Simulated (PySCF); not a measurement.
Compound: C6H6F2.
SMILES: `FC1=C(F)CC=CC1`

Level of theory: TDDFT CAM-B3LYP/def2-SVPD, vertical, gas phase, core orbitals frozen in the response in PySCF. Isolated species at its GFN2-xTB geometry, gas phase.

```tsv
state	E (eV)	E (kJ/mol)	λ (nm)	f	symmetry	main configurations (H = HOMO, L = LUMO)
S1	6.38	615	194.4	0.0023	B1 or B2	H→L (96%)
S2	6.49	627	190.9	0.0061	B1 or B2	H→L+2 (59%), H→L+1 (27%)
S3	6.88	664	180.2	0.0000	–	H→L+1 (59%), H→L+2 (17%), H-1→L+1 (14%)
S4	7.14	689	173.6	0.021	B1 or B2	H→L+4 (51%), H-1→L (45%)
S5	7.35	709	168.7	0.017	B1 or B2	H-1→L+1 (71%)
S6	7.57	730	163.8	0.0000	–	H→L+3 (94%)
S7	7.89	761	157.1	0.0002	–	H-1→L+4 (98%)
S8	7.94	766	156.1	0.0015	–	H-1→L+2 (67%), H-1→L+1 (11%), H→L+2 (9%)
```

Triplets (Tamm–Dancoff): T1 4.47 eV, H→L (36%), H→L+4 (24%), H-1→L (21%); T2 4.50 eV, H-1→L (52%), H→L+4 (41%); T3 6.12 eV, H→L+2 (62%), H→L+1 (12%), H→L+14 (9%).

The lowest singlet comes at 194 nm (615 kJ/mol) in the vacuum ultraviolet; it is very weak; its leading configuration is HOMO→LUMO (96%). The strongest level in the table is S4 at 7.14 eV (174 nm, f = 0.021). Löwdin shares by element: HOMO carbon 49% or more, fluorine 17% (atoms not listed hold the other 34%); LUMO carbon 73% or more (atoms not listed hold the other 27%). Weighted by f, the mean energy of these states is 7.12 eV. Orbital energies (eV): HOMO-3 -11.74, HOMO-2 -11.43, HOMO-1 -9.15, HOMO -8.36, LUMO 1.23, LUMO+1 1.30, LUMO+2 1.67. Of the 8 states listed, 2 reach f = 0.01 and 3 stay under 0.0005. Symmetry labels in C2v follow from the direction of the transition dipole and are given only for states with f of 0.002 or more; B1 and B2 swap with the choice of axes. Only the lowest 8 singlets were computed, as vertical energies without vibronic structure.
